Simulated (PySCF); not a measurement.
## Adding and removing an electron: SnF

UHF-SCS-MP2; PySCF, spin-free X2C with a Gaussian nucleus, basis sets Sn x2c-SVPall, F x2c-SVPall. Neutral (UHF): doublet (π ↑), Re = 1.963 Å, ωe = 616 cm⁻¹, De = 4.44 eV.

SnF⁺ (RHF): singlet (closed shell), Re = 1.902 Å, ωe = 710 cm⁻¹, De = 4.76 eV to Sn⁺ + F. The energies at the minima are -6272.80828 hartree for SnF and -6272.56112 for SnF⁺.

Work out the adiabatic ionisation energy, without and with harmonic zero-point energies (1 hartree = 27.2114 eV, 1 eV = 8065.5 cm⁻¹), and the change of the bond length.

At SCS-MP2: 0.24716 hartree = 6.726 eV between the minima; the zero-point term (710.0 − 616.0)/2 cm⁻¹ = +0.006 eV makes it 6.731 eV. Re changes by -6.1 pm against the neutral. The electron leaves a π orbital, and the shorter bond of the ion fits an antibonding orbital, or a change in how ionic the bond is.

Correlated steps freeze 19 core orbitals. Correlated levels converge slowly with the basis: in double zeta they bind strong bonds too weakly, by up to about 1 eV, and carry superposition errors of some tenths. Spin–orbit coupling is left out, which matters for elements this heavy, above all for dissociation energies. For an ion De counts to the pair picked by the measured ionisation energies or electron affinities, which need not be the lowest pair at this level. Where the molecule has an RHF reference, its open-shell atoms are computed with UHF. States were picked by a PBE0 search and need not be the measured ground states.

Neutral and ion stand on different kinds of reference determinant, which adds to the error of the difference.
